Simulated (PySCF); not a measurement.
Two species compared at the same levels of theory.

First species: C₇H₁₀OSSi.
Structure used (GFN2-xTB), in Å, numbered top down from 1:
```xyz
20
C7H10OSSi angstrom
C     -1.763    2.625   -0.214
C     -1.448    1.341   -0.188
C     -2.160    0.059   -0.310
C     -1.009   -0.649   -0.157
O     -0.665   -1.924   -0.130
Si    -1.522   -3.308   -0.271
C     -0.183    0.562   -0.018
C      1.098    0.858    0.171
S      2.371   -0.334    0.337
C      3.786    0.788    0.559
H     -1.015    3.390   -0.097
H     -2.779    2.950   -0.355
H     -3.188   -0.203   -0.463
H     -0.437   -4.262   -0.127
H     -2.528   -3.390    0.789
H     -2.193   -3.350   -1.571
H      1.432    1.882    0.234
H      4.666    0.164    0.676
H      3.639    1.390    1.452
H      3.894    1.419   -0.319
```

Second species: 1-butanesulfonyl chloride, C4H9ClO2S.
Z-matrix (Å and degrees, GFN2-xTB geometry), rows numbered from 1:
```
C 
C   1  1.5242
C   2  1.5272  1  111.40
C   3  1.5114  2  111.57  1   177.88
S   4  1.8097  3  106.44  2   -62.68
O   5  1.4256  4  111.22  3   -42.20
O   5  1.4264  4  111.80  3    93.50
Cl  5  2.0427  4  100.65  3  -154.52
H   1  1.0870  2  110.46  3   -61.03
H   1  1.0879  2  110.67  3    59.10
H   1  1.0863  2  110.42  3   179.14
H   2  1.0925  1  109.51  3  -121.25
H   2  1.0910  1  109.56  3   120.69
H   3  1.0936  2  109.83  1   -60.26
H   3  1.0917  2  109.24  1    58.21
H   4  1.0852  3  113.01  2  -179.03
H   4  1.0854  3  113.59  2    52.97
```

Levels: PBE0/pcSseg-1 for dipole moment, HOMO energy, LUMO energy and HOMO–LUMO gap; GFN2-xTB for rotational constant A and rotational constant C. Geometries: GFN2-xTB. Each species is one conformer at its optimised geometry, gas phase, non-relativistic unless stated. Electronic properties by PySCF.

Dipoles, sizes and rotational constants follow the conformer. The torsions of the flexible species, by atom-mapped SMILES:
- `[CH2:1]=[C:2]1[CH:3]=[C:4]([O:5][SiH3:6])/[C:7]1=[CH:8]\[S:9][CH3:10]`: C3–C4–O5–Si6 0°, C7–C8–S9–C10 180°
- `[CH3:1][CH2:2][CH2:3][CH2:4][S:5](=[O:6])(=[O:7])[Cl:8]`: C1–C2–C3–C4 178°, C2–C3–C4–S5 -63°, C3–C4–S5–O6 -42°

**Question.** Which of the two has the higher rotational constant C, and by how much?

**Answer.** The second: 0.744 GHz against 0.419 GHz, a difference of 0.325 GHz.

**Question.** Which has the higher rotational constant A?

**Answer.** The second: 3.439 GHz against 1.099 GHz, a difference of 2.340 GHz.

**Question.** Which of the two has the higher HOMO–LUMO gap, and by how much?

**Answer.** The second: 7.68 eV against 5.10 eV, a difference of 2.58 eV.

**Question.** Which of the two has the higher dipole moment, and by how much?

**Answer.** The second: 4.17 D against 0.60 D, a difference of 3.57 D.

**Question.** Which of the two has the higher HOMO energy, and by how much?

**Answer.** The first: -5.72 eV against -9.01 eV, a difference of 3.29 eV.

**Question.** Which has the higher LUMO energy?

**Answer.** The first: -0.62 eV against -1.33 eV, a difference of 0.71 eV.

On the first: In atomic units the dipole is 0.23 e·bohr (1 au = 2.5417 D).

On the second: A dipole of 4.17 D is allowed in C1, and pure rotational transitions are dipole-allowed. In atomic units the dipole is 1.64 e·bohr (1 au = 2.5417 D).
